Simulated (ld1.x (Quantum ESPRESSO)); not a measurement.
# What one change does to a pseudopotential (tantalum (Ta), TM)

```json
{
 "Element": "tantalum (Ta)",
 "Generator": "ld1.x (Quantum ESPRESSO) 7.5",
 "Type": "norm-conserving Troullier–Martins (Kleinman–Bylander form)",
 "Functional": "PBEsol",
 "Relativity": "scalar-relativistic",
 "Frozen core": "[Kr] 4d10 4f14",
 "Valence charge": "13",
 "Reference configuration": "5s2 5p6 5d3 6s0 6p0 (charge +2)",
 "Partial waves": "5p (bound): rc 1.20 bohr; 5d (bound): rc 2.25 bohr; 5s (bound): rc 1.70 bohr",
 "Local potential": "the s channel",
 "Core correction": "none"
}
```

Change: core correction a·sin(br)/r model core inside 0.76 bohr.

Cutoffs: the cutoffs (Ry, on a coarse ladder) from which the occupation-weighted sum of valence levels, in a spherical-Bessel basis at the reference potential, stays within 10 and 1 mRy of its value at 400 Ry; they do not see the model core or the augmentation charge, which bear on the density cutoff. Errors are all-electron minus pseudo energies relative to the spin-unpolarised reference configuration.

Problem. What does the change do?

Solution. The potential gets neither clearly harder nor softer (100 Ry and 140 Ry → 100 Ry and 140 Ry); of the 7 tests that both files solve, the error grows in 2 and shrinks in 0 by more than 15 % and 0.3 meV (median size 1616.7 → 1591.4 meV); neither file shows a bound ghost at the reference potential, the only one tested. A model core, the more so a compact one, raises the density cutoff, which this test does not measure.

| quantity | base | changed |
| --- | --- | --- |
| cutoff, loose | 100 Ry | 100 Ry |
| cutoff, tight | 140 Ry | 140 Ry |
| bound ghosts | none | none |
| error for 5s2 5p6 5d3 6s2 6p0, meV [ΔE -23.48 eV] | +2632 | +2565 |
| error for 5s2 5p6 5d3 6s1 6p0, meV [ΔE -14.98 eV] | +1617 | +1591 |
| error for 5s2 5p6 5d2 6s0 6p0, meV [ΔE 23.61 eV] | -8.6 | -22 |
| error for 5s1 5p6 5d3 6s2 6p0, meV [ΔE 55.77 eV] | +4117 | +4057 |
| error for 5s2 5p6 5d1 6s0 6p0, meV [ΔE 58.65 eV] | -46 | -116 |
| error for 5s2 5p6 5d3 6s1 6p1, meV [ΔE -19.26 eV] | +1469 | +1439 |
| error for 5s2 5p6 5d2 6s2 6p0, meV [ΔE -15.76 eV] | +3544 | +3455 |
| s: phases at 2.44 bohr within 0.05 rad from the reference energy up to (Ry; the scan ends near 5) | -2.7 | -2.7 |
| p: phases at 2.44 bohr within 0.05 rad from the reference energy up to (Ry; the scan ends near 5) | -0.2 | -0.2 |
| d: phases at 2.44 bohr within 0.05 rad from the reference energy up to (Ry; the scan ends near 5) | 3.0 | 3.0 |

Changed file: These tests converged, but a pseudo level misses the all-electron one widely, so the file describes the atom poorly there or has found another state: 5s2 5p6 5d2 6s0 6p0: empty 6s by 2.7 eV.
